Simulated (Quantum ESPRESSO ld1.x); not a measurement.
ld1.x (Quantum ESPRESSO 7.5) input

```
 &input
    zed=76.0,
    iswitch=1,
    rel=1,
    dft='RXC-VWN',
    config='[Kr] 4d8 5s0 5p0',
    verbosity='high',
    prefix='ld1',
    max_out_wfc=37,
    file_charge='ld1.rho',
 /
```

Command: `OMP_NUM_THREADS=1 ld1.x < ld1.in > ld1.out`

Standard output:

```
     Program LD1 v.7.5 starts

     --------------------------- All-electron run ----------------------------

     scalar relativistic calculation

     atomic number is 76.00
     dft =RXC-VWN   lsd =0 sic =0 latt =0  beta=0.20 tr2=1.0E-14
     Exchange-correlation= RXC-VWN
                           (   3   2   0   0   0   0   0)
     mesh =2117 r(mesh) =  99.21276 a.u. xmin = -8.00 dx = 0.00800
     1 Ry =  13.60569312 eV, c = 137.03599908

     n l     nl                  e(Ry)          e(Ha)          e(eV)
     1 0     1S 1( 2.00)   -5482.282876145   -2741.141438073 -74590.2584263
     2 0     2S 1( 2.00)   -1030.390944203    -515.195472102 -14019.1829835
     2 1     2P 1( 6.00)    -910.112435944    -455.056217972 -12382.7105109
     3 0     3S 1( 2.00)    -308.540026180    -154.270013090  -4197.9009124
     3 1     3P 1( 6.00)    -273.094632091    -136.547316045  -3715.6417578
     4 0     4S 1( 2.00)    -127.087954171     -63.543977085  -1729.1197041
     4 1     4P 1( 6.00)    -114.391230761     -57.195615381  -1556.3719817
     3 2     3D 1(10.00)    -233.702812291    -116.851406146  -3179.6887460
     4 2     4D 1( 8.00)     -99.209360594     -49.604680297  -1349.8121152
     5 0     5S 1( 0.00)     -68.129615975     -34.064807987   -926.9506475
     5 1     5P 1( 0.00)     -62.700779346     -31.350389673   -853.0875624

     final scf error:  7.5E-15 reached in  35 iterations

     Etot =  -33347.569353 Ry,  -16673.784676 Ha, -453716.795011 eV

     Ekin =   36952.844370 Ry,   18476.422185 Ha,  502769.060526 eV
     Encl =  -78474.064290 Ry,  -39237.032145 Ha,-1067694.036840 eV
     Eh   =    8665.035202 Ry,    4332.517601 Ha,  117893.809865 eV
     Exc  =    -491.384636 Ry,    -245.692318 Ha,   -6685.628562 eV

     normalization and overlap integrals

     s(1S/1S) =  1.000000  <r> =   0.0178  <r2> =    0.0004  r(max) =   0.0111
     s(1S/2S) = -0.033853
     s(1S/3S) = -0.014921
     s(1S/4S) = -0.007948
     s(1S/5S) = -0.004898
     s(2S/2S) =  1.000000  <r> =   0.0752  <r2> =    0.0067  r(max) =   0.0636
     s(2S/3S) = -0.009552
     s(2S/4S) = -0.004841
     s(2S/5S) = -0.002941
     s(2P/2P) =  1.000000  <r> =   0.0675  <r2> =    0.0056  r(max) =   0.0525
     s(2P/3P) = -0.007535
     s(2P/4P) = -0.003696
     s(2P/5P) = -0.002247
     s(3S/3S) =  1.000000  <r> =   0.1936  <r2> =    0.0428  r(max) =   0.1786
     s(3S/4S) = -0.003523
     s(3S/5S) = -0.002038
     s(3P/3P) =  1.000000  <r> =   0.1937  <r2> =    0.0435  r(max) =   0.1772
     s(3P/4P) = -0.003040
     s(3P/5P) = -0.001754
     s(4S/4S) =  1.000000  <r> =   0.4038  <r2> =    0.1834  r(max) =   0.3911
     s(4S/5S) = -0.001546
     s(4P/4P) =  1.000000  <r> =   0.4192  <r2> =    0.1987  r(max) =   0.4038
     s(4P/5P) = -0.001379
     s(3D/3D) =  1.000000  <r> =   0.1751  <r2> =    0.0358  r(max) =   0.1439
     s(3D/4D) = -0.002304
     s(4D/4D) =  1.000000  <r> =   0.4227  <r2> =    0.2043  r(max) =   0.4038
     s(5S/5S) =  1.000000  <r> =   0.7216  <r2> =    0.5806  r(max) =   0.7300
     s(5P/5P) =  1.000000  <r> =   0.7542  <r2> =    0.6368  r(max) =   0.7659

     ------------------------ End of All-electron run ------------------------
```

Run on one thread of a shared host, so times are rough (Intel(R) Xeon(R) Processor @ 2.60GHz): 0.58 s of CPU time, 1.6 s wall, 35 iterations on 2117 mesh points.
